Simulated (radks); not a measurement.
All-electron atom: He+ in 1s0.75 2p0.25 (fractional occupations, a model configuration).

Calculated with a radial shooting solver on a logarithmic mesh with Libxc functionals: scalar-relativistic Kohn-Sham, PBE, spin-unpolarised, spherical densities, finite nucleus; Gaussian nuclear charge, rms radius 1.6755 fm; without spin polarisation the odd electron is poorly described.

Energy parts (eV):
| part | energy |
|---|---|
| total | -42.993 |
| kinetic | 42.714 |
| electron-nucleus | -86.773 |
| Hartree | 11.704 |
| exchange-correlation | -10.638 |

Orbitals (lengths in bohr, moments of r in powers of bohr; r(90%) holds 90 % of the orbital's charge):
[
 {"orbital": "1s", "occ.": "0.75", "eigenvalue (eV)": "-43.2474", "r(90%)": "1.36"},
 {"orbital": "2p", "occ.": "0.25", "eigenvalue (eV)": "-6.7307", "r(90%)": "5.18"}
]

The highest occupied level is 2p at -6.731 eV. The density falls to 0.001 e/bohr^3 at r = 2.55 bohr. Summed over all electrons, <r^2> = 3.692 bohr^2, which gives a Langevin (diamagnetic) susceptibility term of -2.92 x 10^-6 cm^3/mol.
